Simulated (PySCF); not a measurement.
**A parent and its derivatives**

The calculation used PySCF, TDDFT wB97X-D/def2-SVPD, vertical, gas phase, core orbitals frozen in the response. Geometries: GFN2-xTB; one conformer of each isolated species. Triplets are in the Tamm–Dancoff approximation. 'Strongest' means the level of largest summed f among the lowest 8 singlets; it needn't be the same kind of state in each.

Parent: `C[Si@@H](F)Cl`, with lowest singlet excitation energy 8.27 eV, lowest triplet energy 7.85 eV, LUMO energy 2.12 eV, energy of the strongest computed level 9.69 eV. Its spectrum: 8.27 eV (f 0.030); 8.68 eV (f 0.007); 9.04 eV (f 0.051); 9.12 eV (f 0.101); 9.47 eV (f 0.031).

**Question.** How do these changes move the values? H on Si replaced by isopropenyl (`C=C(C)[Si@](C)(F)Cl`); H on Si replaced by CH2Cl (`C[Si@](F)(Cl)CCl`); H on Si replaced by CH2CF3 (`C[Si@@](F)(Cl)CC(F)(F)F`); H on Si replaced by propynyl (`CC#C[Si@](C)(F)Cl`); H on Si replaced by nPr (`CCC[Si@@](C)(F)Cl`); H on Si replaced by cPr (`C[Si@](F)(Cl)C1CC1`); H on Si replaced by CHF2 (`C[Si@](F)(Cl)C(F)F`); H on Si replaced by CF=CF2 (`C[Si@@](F)(Cl)C(F)=C(F)F`).

**Answer.** 

```csv
change,SMILES,Δ S1 (eV),Δ T1 (eV),Δ LUMO (eV),Δ strongest (eV)
H on Si replaced by isopropenyl,C=C(C)[Si@](C)(F)Cl,-1.47,-3.49,-0.82,-2.60
H on Si replaced by CH2Cl,C[Si@](F)(Cl)CCl,-1.38,-1.62,-0.50,-0.76
H on Si replaced by CH2CF3,C[Si@@](F)(Cl)CC(F)(F)F,+0.29,+0.23,-0.30,-0.39
H on Si replaced by propynyl,CC#C[Si@](C)(F)Cl,-2.28,-2.78,-0.61,-1.19
H on Si replaced by nPr,CCC[Si@@](C)(F)Cl,+0.01,+0.05,-0.14,-1.41
H on Si replaced by cPr,C[Si@](F)(Cl)C1CC1,-0.36,-0.31,-0.15,-0.73
H on Si replaced by CHF2,C[Si@](F)(Cl)C(F)F,-0.53,-0.68,-0.35,-1.07
H on Si replaced by CF=CF2,C[Si@@](F)(Cl)C(F)=C(F)F,-1.92,-3.53,-1.06,-2.75
```

S1 falls most with H on Si replaced by propynyl (-2.28 eV), and it rises most with H on Si replaced by CH2CF3 (+0.29 eV). S1 is simply the lowest singlet of each species and needn't be the same kind of state throughout. Over these 8 changes the shifts of S1 and of the HOMO–LUMO gap correlate with r = 0.87.

Lowest levels of each derivative:
- `C=C(C)[Si@](C)(F)Cl`: 6.80 eV (f 0.007); 7.09 eV (f 0.402); 7.73 eV (f 0.027)
- `C[Si@](F)(Cl)CCl`: 6.89 eV (f 0.010); 7.26 eV (f 0.004); 7.93 eV (f 0.008)
- `C[Si@@](F)(Cl)CC(F)(F)F`: 8.56 eV (f 0.050); 8.83 eV (f 0.062); 9.21 eV (f 0.060)
- `CC#C[Si@](C)(F)Cl`: 5.99 eV (f 0.000); 6.25 eV (f 0.001); 6.29 eV (f 0.001)
- `CCC[Si@@](C)(F)Cl`: 8.28 eV (f 0.133); 8.41 eV (f 0.015); 8.69 eV (f 0.002)
- `C[Si@](F)(Cl)C1CC1`: 7.91 eV (f 0.022); 8.21 eV (f 0.008); 8.50 eV (f 0.015)
- `C[Si@](F)(Cl)C(F)F`: 7.74 eV (f 0.038); 8.22 eV (f 0.007); 8.62 eV (f 0.106)
- `C[Si@@](F)(Cl)C(F)=C(F)F`: 6.35 eV (f 0.012); 6.94 eV (f 0.303); 7.61 eV (f 0.015)
